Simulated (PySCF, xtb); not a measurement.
Si(NHSiH3)2(Cl)2 (Cl2H8N2Si3), SMILES [SiH3]N[Si](N[SiH3])(Cl)Cl. One conformer was computed; it need not be the lowest.

Harmonic wavenumbers (cm⁻¹) from xtb 6.7.1 with GFN2-xTB at its own minimum, in rising order: 20, 38, 63, 90, 95, 104, 126, 163, 203, 217, 246, 257, 287, 443, 536, 575, 578, 588, 594, 711, 744, 749, 752, 788, 789, 800, 816, 976, 1000, 1190, 1206, 2239, 2246, 2258, 2261, 2263, 2266, 3487, 3489.

What does B3LYP-D3(BJ)/def2-SVP run with PySCF give at its own minimum? (An estimate is asked for; the answer gives what the named calculation found.)

30, 53, 94, 117, 123, 127, 160, 186, 249, 294, 322, 374, 424, 477, 588, 643, 660, 713, 722, 782, 813, 926, 936, 944, 949, 966, 970, 1000, 1011, 1178, 1200, 2211, 2231, 2234, 2235, 2238, 2243, 3571, 3597. Paired by order, the mean absolute difference is 68 cm⁻¹ and the zero-point energies are 51.8 and 55.2 kcal/mol.
